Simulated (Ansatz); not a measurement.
Coupled-cluster diagnostics for Li₇H₇, Ansatz.

Geometry of the singlet (PBE-D4/def2-TZVP):

```xyz
14

Li    2.048    1.011    0.905
Li    0.952   -1.101   -0.733
Li   -0.459    0.415    1.943
Li   -2.610    0.499   -0.313
Li   -1.482   -0.574   -2.208
Li    0.120    1.492   -0.522
Li   -1.576   -1.928   -0.133
H     0.571    1.843    1.311
H     1.702    0.498   -0.711
H     2.366   -0.431    2.182
H    -0.378   -1.829   -1.570
H    -1.342    1.113   -1.462
H     2.939    0.044    2.400
H    -2.851   -1.054   -1.090
```

Correlated methods freeze no core orbitals; core or outer-core shells of Li are correlated, in sets that lack core-valence functions. In the singlet, H10 and H13 lie 0.78 Å apart (atoms count from 1), so H2 has formed as a molecule. Another isomer (singlet) lies 2.01 eV lower at PBE0-D4/def2-TZVP; other spin states weren't run for this one.

(1) Estimate the CCSD(T) correlation energy, the shares of MP2 and (T), T1 and the reference's ⟨S²⟩ for: charge 0, singlet, own geometry in def2-TZVPP; and the rough time on 4 threads of Arm Neoverse V1 on a shared host.

Results:

(1) 
| state | basis | correlation (eV) | MP2 share (%) | (T) share (%) | T1 | ⟨S²⟩ (pure) | wall time | remarks |
| --- | --- | --- | --- | --- | --- | --- | --- | --- |
| charge 0, singlet, own geometry | def2-TZVPP | -14.426 | 82.7 | 1.3 | 0.013 | 0.00 (0.00) | 7.3 min | restricted SCF unstable |
Customary marks for T1 are 0.02 (closed shells), 0.045 (open shells) and about 0.05 (3d metals). T1 stays under 0.02 throughout.
